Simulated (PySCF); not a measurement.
A structure optimised at GFN2-xTB (Å):
```
atom  x, y, z in Å
C1     2.1095    1.5612   -0.3161
C2     1.6125    0.3428   -0.4986
C3     0.2760   -0.1020   -0.1352
C4    -0.6730    0.7760    0.4822
C5    -1.8806    0.2627    0.7770
F6    -2.8350    0.9923    1.3522
O7    -2.2773   -0.9714    0.5532
C8    -1.4084   -1.9006   -0.0500
O9    -1.8266   -3.0100   -0.2287
C10   -0.1061   -1.3903   -0.3815
H11    1.5509    2.3638    0.1335
H12    3.1144    1.8004   -0.6177
H13    2.2273   -0.4201   -0.9570
H14   -0.4513    1.8018    0.7084
H15    0.5633   -2.0985   -0.8437
```

Charge 0, singlet.

Problem. Which heavy atoms are bonded, and with what formal order?

Solution. C1–C2 1.33 Å (double); C2–C3 1.45 Å (single); C3–C4 1.43 Å (aromatic); C4–C5 1.34 Å (aromatic); C5–F6 1.33 Å (single); C5–O7 1.32 Å (aromatic); O7–C8 1.41 Å (aromatic); C8–O9 1.20 Å (double); C8–C10 1.44 Å (aromatic); C3–C10 1.37 Å (aromatic). Bonds to hydrogen (Å): C1–H11 1.08; C1–H12 1.08; C2–H13 1.08; C4–H14 1.07; C10–H15 1.08. The aromatic marks follow RDKit's electron count.

Problem. Give the structure as a SMILES string.

Solution. `C=Cc1cc(F)oc(=O)c1`, C7H5FO2. Among its features: C=C double bond and C–F bond.

Problem. What is the point group of this geometry?

Solution. Cs (every atom within 0.08 Å of its image).

Problem. Which rings does it hold (smallest set)?

Solution. C3–C4–C5–O7–C8–C10 (6 members, 0.00 Å rms from planarity).

Problem. Describe the place of each heavy atom.

Solution. C1: terminal =CH2 carbon; C2: alkene CH carbon; C3: unsaturated ring carbon; C4: unsaturated ring CH carbon; C5: unsaturated ring carbon; F6: fluorine bonded to C; O7: ring oxygen; C8: ring carbonyl carbon; O9: carbonyl oxygen; C10: unsaturated ring CH carbon.

Problem. What is the arrangement about C10?

Solution. It has 3 neighbours (C8, C3, H15) and is planar (angles 123.1°, 121.5° and 115.3°, sum 360.0°, 0.00 Å off the plane of its three neighbours).

Problem. What is the arrangement about C4?

Solution. It has 3 neighbours (C3, C5, H14) and is planar (angles 122.7°, 120.3° and 117.1°, sum 360.0°, 0.00 Å off the plane of its three neighbours).

These are computed values.
